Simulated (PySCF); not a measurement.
C₂H₅ClO₂Si, SMILES C=C(Cl)[SiH](O)O.

Geometry: PBE0-D3(BJ)/def2-SVP. The structure was generated by enumeration, and PubChem lists no compound with its InChIKey, so it may never have been made. Other conformers were not sampled.

Method: PySCF with r2SCAN/def2-TZVP.

The total energy is -979.39332 hartree. The highest occupied level is -6.67 eV, the lowest empty level is -1.55 eV and the orbital gap is 5.12 eV. The dipole moment is 1.15 D. The quadrupole, principal values (traceless, Buckingham form, about the centre of nuclear charge) is -7.62, 0.92, 6.70 D·Å and the mean static polarisability is 66.6 bohr³ (9.87 Å³). The polarisability, principal values is 49.0, 71.8, 79.0 bohr³.
